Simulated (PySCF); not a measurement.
PySCF job for GeHCl3, SMILES [Cl][GeH]([Cl])[Cl], PBE0/pcSseg-1. Geometry optimised at B3LYP-D3(BJ)/def2-SVP. The isomer is the one that the SMILES or the coordinates give; other isomers of the formula were not compared.

```python
import numpy as np
from pyscf import gto, scf, dft
from pyscf.prop.nmr import rks as nmr

mol = gto.M(
    atom='''
    Ge   -0.00000000    0.00000000    0.43733518
    Cl   -1.74728111   -1.00879322   -0.31296950
    Cl    0.00000001    2.01758644   -0.31296950
    Cl    1.74728111   -1.00879322   -0.31296950
    H    -0.00000001   -0.00000000    1.96671882
    ''',
    basis='pcSseg-1',
    charge=0,
    spin=0,
    max_memory=1600,
    verbose=3,
)
mf = dft.RKS(mol, xc='pbe0')
mf.grids.level = 3
mf.conv_tol = 1e-10
mf.max_cycle = 100
mf.kernel()
n = nmr.NMR(mf)
n.verbose = 2
n.max_cycle_cphf = 60
sigma = n.kernel()
print('atom   isotropic/ppm   span/ppm')
for i, s in enumerate(sigma):
    w = np.linalg.eigvalsh((s + s.T) / 2)
    print(f'{mol.atom_symbol(i):2s}{i + 1:3d} {w.mean():14.3f} {w[2] - w[0]:11.3f}')
```

It prints:

```
converged SCF energy = -3457.33750989366
atom   isotropic/ppm   span/ppm
Ge  1       1202.153     107.477
Cl  2        775.815     366.654
Cl  3        775.812     366.661
Cl  4        775.815     366.654
H   5         24.301      18.847
```

Self-consistency was reached.

Cost: about 28 core-seconds (a rough figure).
